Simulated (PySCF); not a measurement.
## BiF3(H2O) at several levels of theory

Computed with PySCF 2.14.0 (density fitting, no spin-orbit coupling) at the geometry relaxed with PBE0:

```xyz
7
BiF3(H2O) (singlet)
Bi   -0.8703   -0.3481    0.3481
F     0.1080    1.4086    0.7077
F     0.4514   -1.4385    1.4385
F     0.1080   -0.7077   -1.4086
O    -1.4771    1.4527   -1.4527
H    -0.8882    2.0836   -1.0060
H    -0.8882    1.0060   -2.0836
```

```csv
level,basis,state,HOMO (eV),gap (eV),charge on Bi1 (e),dipole about the centre of mass (D),largest force component (eV/Å)
PBE0,"Bi def2-SVP with ECP60, F def2-SVP, O def2-SVP, H def2-SVP",singlet,-9.30,7.76,1.34,4.12,0.03
PBE,the same,singlet,-7.57,5.41,1.16,3.72,0.84
PBE0,"Bi def2-TZVP with ECP60, F def2-TZVP, O def2-TZVP, H def2-TZVP",singlet,-9.66,7.81,1.42,4.22,0.89
```

Charges are Mulliken's, which hang on the basis. The relaxation used the grid (50, 194), these runs (75, 302) or, all-electron (x2c bases, spin-free X2C Hamiltonian), (99, 590).

**Question.** What does M06-L with Bi def2-SVP with ECP60, F def2-SVP, O def2-SVP, H def2-SVP give here?

**Answer.** state singlet, HOMO (eV) -7.99, gap (eV) 6.12, charge on Bi1 (e) 1.43, dipole about the centre of mass (D) 4.21, largest force component (eV/Å) 0.67. Time: 5.6 s on 2 threads of Arm Neoverse V1, on a shared host, from an already converged density.

In the first row's basis the gap widens with exact exchange: 5.4 to 6.1 eV for PBE, M06-L (none); 7.8 eV for PBE0 (a fixed share).
